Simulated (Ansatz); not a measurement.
Isolated molecules relaxed with PBE0-D4/def2-TZVP in Ansatz; ΔE leaves out vibrations. CBS: MP2 limit from def2 TZ/QZ plus the TZ coupled-cluster correction, frozen cores. DFT in def2-TZVPP. For As outer-core shells are correlated without core-valence functions, which leaves a few kJ/mol of doubt a bond. Scalar relativity is left out up to krypton. Each species was taken in one conformer, which may not be the lowest.

Reaction (cleavage of the B–Si bond): `B[SiH]1BS1` + `N[AsH2]` → `B[AsH]N` + `B1[SiH2]S1`

```csv
level,ΔE (kcal/mol)
revPBE-D4,-3.3
CAM-B3LYP-D4,-4.7
PBE,-3.6
r2SCANh,-4.6
CAM-B3LYP,-4.8
HF/def2-TZVPP,-5.1
CCSD(T)/def2-TZVPP,-5.2
CCSD/CBS(def2),-5.7
```

**Question.** What does CCSD(T)/CBS give? (An estimate is asked.)

**Answer.** Ansatz gave: -5.6 kcal/mol. The listed levels differ from it by 2.3, 0.9, 2.0, 1.0, 0.8, 0.5, 0.4, -0.1 kcal/mol.

Largest T1 diagnostic among the species: 0.020.

At CCSD(T), def2-SVP lies +1.8 kcal/mol from the extrapolated value and def2-TZVPP +0.4 kcal/mol. Leaving LDA and LC-ωPBE aside and taking each functional with its dispersion term where it has one, the values, not all of them listed here, spread over 2.6 kcal/mol, from PBE-QIDH to B97M-V. LDA lies −0.9 kcal/mol from PBE without D4. From PBE to PBE0 (25 % exact exchange), in def2-TZVPP and without D4, ΔE moves by −0.7 kcal/mol.
